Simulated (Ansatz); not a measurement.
The cluster TaSi3⁻. The state is a singlet with charge -1. Geometry PBE-D4/def2-SVPD; atoms count from 1.

```xyz
4

Ta    1.5945    1.9868   -2.2023
Si    0.5107    0.6374   -0.7167
Si   -0.5577   -0.6928    0.7463
Si   -1.5475   -1.9314    2.1726
```

In the def2 sets Ta takes a core potential; there is no spin–orbit coupling. The restricted singlet is unstable towards broken spin symmetry in Hartree–Fock (as tested in another run); at PBE0-D4/def2-TZVPD this wasn't settled. No other spin state of charge -1 was run. Another isomer (triplet) lies 3.52 eV lower at PBE0-D4/def2-TZVPD; other spin states weren't run for this one.

(1) Estimate the Mulliken populations from the PBE0/def2-TZVPD orbitals of Ansatz.

(2) And the Mayer bond orders between bonded heavy atoms (over 0.3)?

## Answers

(1) 
```csv
atom,charge (e),d electrons
Ta1,-0.77,3.38
Si2,-0.01,–
Si3,0.13,–
Si4,-0.35,–
```
Mulliken values and Mayer orders depend strongly on the basis. With diffuse functions, as here, like atoms can get unlike values, and bond orders can come out too low or too high.

(2) Ta1–Si2 1.97 (2.28 Å); Si2–Si3 1.75 (2.25 Å); Si3–Si4 1.56 (2.13 Å). Values over 0.3 also appear between atoms too far apart for a bond (Si2–Si4 0.47 at 4.38 Å); they arise where an orbital or an unpaired electron spreads over both atoms.
